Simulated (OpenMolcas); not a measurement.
Ionisation energies of thallium

| Quantity | Value |
| --- | --- |
| Program | OpenMolcas |
| Basis | ANO-RCC-VDZP [7s6p4d2f1g] |
| Scalar Hamiltonian | DKH2, point nucleus |
| Spin-orbit coupling | RASSI with atomic mean-field integrals over the reference wave functions, term energies averaged over their components |

Active shells in each charge state: the valence s, p shells, with orbitals averaged over the low states. Where CASPT2's correlated closed shells are named, they are those of the first ion.

A. CASSCF
B. SS-CASPT2, IPEA 0.25 Eh, imaginary shift 0.1 Eh (closed shells correlated: 5d)
C. SS-CASPT2, IPEA 0 Eh, imaginary shift 0.1 Eh (closed shells correlated: 5d)
D. SS-CASPT2, IPEA 0.25 Eh, imaginary shift 0.1 Eh (closed shells correlated: none)
E. SS-CASPT2, IPEA 0.25 Eh, imaginary shift 0.1 Eh (closed shells correlated: 4f 5s 5p 5d)

Energies in eV between the lowest computed levels (charge -1 gives the electron affinity), named as in B; reference values from the NIST Atomic Spectra Database with their kind.

```tsv
From	To	A	B	C	D	E	Spin-orbit share in B	Reference
Tl- 6s² 6p² ³P₀	Tl 6s² 6p ²P°_1/2	-0.898	-0.617	-0.593	-0.752	-0.601	-0.057	
Tl 6s² 6p ²P°_1/2	Tl+ 6s² ¹S₀	5.157	5.815	5.846	5.493	5.862	+0.590	6.108 (measured)
Tl+ 6s² ¹S₀	Tl2+ 6s ²S_1/2	19.110	20.120	20.120	19.149	20.247	+0.000	20.428 (measured)
Tl2+ 6s ²S_1/2	Tl3+ 5d¹⁰ ¹S₀	28.150	29.582	29.649	28.150	29.788	+0.000	29.852 (measured)
```

Error against the reference values, in %:

```
From  Reference      A     B     C      D     E
  Tl   measured  -15.6  -4.8  -4.3  -10.1  -4.0
 Tl+   measured   -6.5  -1.5  -1.5   -6.3  -0.9
Tl2+   measured   -5.7  -0.9  -0.7   -5.7  -0.2
```

Mean absolute error over the 3 measured values: A 1.32 eV, B 0.29 eV, C 0.26 eV, D 1.20 eV, E 0.16 eV. E lies closest.

No diffuse functions were added, so the electron affinity comes out too small, and without dynamic correlation a bound anion can come out unbound.

° marks odd parity.
